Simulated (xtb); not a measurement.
xtb input (GFN2-xTB):

```bash
xtb mol.xyz --gfn 2 --sp --chrg 1 --uhf 0
```
mol.xyz:
```
8

N     -1.66029990    -0.02978751     0.04436976
Si     0.18892663     0.00338954    -0.00504886
F      0.55801659    -1.21353272    -0.88980993
F      0.60204714    -0.13546941     1.48155093
F      0.51826879     1.37911316    -0.63659267
H     -2.04200616     0.74320619     0.60118601
H     -2.06945764     0.04656468    -0.89372594
H     -2.01640242    -0.89971116     0.45630069
```

End of the output:

```
         :::::::::::::::::::::::::::::::::::::::::::::::::::::
         ::                     SUMMARY                     ::
         :::::::::::::::::::::::::::::::::::::::::::::::::::::
         :: total energy             -20.101850233080 Eh    ::
         :: gradient norm              0.010197580082 Eh/a0 ::
         :: HOMO-LUMO gap              9.693722730954 eV    ::
         ::.................................................::
         :: SCC energy               -20.216654349905 Eh    ::
         :: -> isotropic ES            0.161681762118 Eh    ::
         :: -> anisotropic ES          0.001498306310 Eh    ::
         :: -> anisotropic XC         -0.003237378745 Eh    ::
         :: -> dispersion             -0.003246830460 Eh    ::
         :: repulsion energy           0.114804116825 Eh    ::
         :: add. restraining           0.000000000000 Eh    ::
         :: total charge               1.000000000000 e     ::
         :::::::::::::::::::::::::::::::::::::::::::::::::::::

           -------------------------------------------------
          |                Property Printout                |
           -------------------------------------------------

    * Orbital Energies and Occupations

         #    Occupation            Energy/Eh            Energy/eV
      -------------------------------------------------------------
         1        2.0000           -1.1758337             -31.9961
       ...           ...                  ...                  ...
         4        2.0000           -0.9176615             -24.9708
         5        2.0000           -0.8665406             -23.5798
         6        2.0000           -0.8173141             -22.2402
         7        2.0000           -0.8173141             -22.2402
         8        2.0000           -0.7897780             -21.4910
         9        2.0000           -0.7799703             -21.2241
        10        2.0000           -0.7799703             -21.2241
        11        2.0000           -0.7555512             -20.5596
        12        2.0000           -0.7555512             -20.5596
        13        2.0000           -0.7479778             -20.3535
        14        2.0000           -0.7479778             -20.3535
        15        2.0000           -0.7461993             -20.3051
        16        2.0000           -0.7447070             -20.2645 (HOMO)
        17                         -0.3884692             -10.5708 (LUMO)
        18                         -0.3398314              -9.2473
        19                         -0.3398314              -9.2473
        20                         -0.2598292              -7.0703
        21                         -0.1971648              -5.3651
        22                         -0.1971648              -5.3651
        23                         -0.0974272              -2.6511
        24                         -0.0974272              -2.6511
        25                         -0.0350012              -0.9524
        26                          0.4714753              12.8295
        27                          0.8555959              23.2819
        28                          0.8555959              23.2819
      -------------------------------------------------------------
                  HL-Gap            0.3562378 Eh            9.6937 eV
             Fermi-level           -0.5665881 Eh          -15.4176 eV

     #   Z          covCN         q      C6AA      α(0)
     1   7 N        3.389    -0.252    26.545     7.652
     2  14 Si       2.928     0.742   161.611    27.834
     3   9 F        0.706    -0.116    10.412     3.810
     4   9 F        0.706    -0.116    10.412     3.810
     5   9 F        0.706    -0.116    10.412     3.810
     6   1 H        0.859     0.286     0.757     1.363
     7   1 H        0.859     0.286     0.757     1.363
     8   1 H        0.859     0.286     0.757     1.363

 Mol. C6AA /au·bohr⁶  :        857.806978
 Mol. C8AA /au·bohr⁸  :      30945.767149
 Mol. α(0) /au        :         51.004700

Wiberg/Mayer (AO) data.
largest (>0.10) Wiberg bond orders for each atom

 ---------------------------------------------------------------------------
     #   Z sym  total        # sym  WBO       # sym  WBO       # sym  WBO
 ---------------------------------------------------------------------------
     1   7 N    3.584 --     8 H    0.907     6 H    0.907     7 H    0.907
                             2 Si   0.731
     2  14 Si   4.495 --     4 F    1.250     5 F    1.250     3 F    1.250
                             1 N    0.731
     3   9 F    1.399 --     2 Si   1.250
     4   9 F    1.399 --     2 Si   1.250
     5   9 F    1.399 --     2 Si   1.250
     6   1 H    0.918 --     1 N    0.907
     7   1 H    0.918 --     1 N    0.907
     8   1 H    0.918 --     1 N    0.907
 ---------------------------------------------------------------------------

Topologies differ in total number of bonds
Writing topology from bond orders to xtbtopo.mol

molecular dipole:
                 x           y           z       tot (Debye)
 q only:       -2.621      -0.047       0.070
   full:       -2.923      -0.052       0.078       7.434
molecular quadrupole (traceless):
                xx          xy          yy          xz          yz          zz
 q only:       10.011       0.270      -5.008      -0.402      -0.007      -5.003
  q+dip:       11.261       0.303      -5.634      -0.452      -0.008      -5.627
   full:       12.768       0.344      -6.388      -0.512      -0.009      -6.380

           -------------------------------------------------
          | TOTAL ENERGY              -20.101850233080 Eh   |
          | GRADIENT NORM               0.010197580082 Eh/α |
          | HOMO-LUMO GAP               9.693722730954 eV   |
           -------------------------------------------------

------------------------------------------------------------------------
------------------------------------------------------------------------
 total:
 SCF:
Note: The following floating-point exceptions are signalling: IEEE_DENORMAL
normal termination of xtb
```

It need not be the lowest isomer of its formula.
